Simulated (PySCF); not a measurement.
Ag(F) anion (AgF), SMILES [F][Ag] (connectivity only; charge and spin as stated), charge -1, multiplicity 2.

Geometry optimised at PBE-D3(BJ)/def2-TZVPD. The spin state was assumed, not searched. The def2 effective core potentials stand for the cores of Ag; spin–orbit coupling is left out.

The numbers are results of PBE-D3(BJ)/def2-TZVPD (PySCF), not measurements.

Frequencies are harmonic and unscaled.

| mode | ν (cm⁻¹) | IR (km/mol) | moving atoms (share of kinetic energy) |
|---|---|---|---|
| 1 | 325 | 102.8 | F 85 %, Ag 15 % |
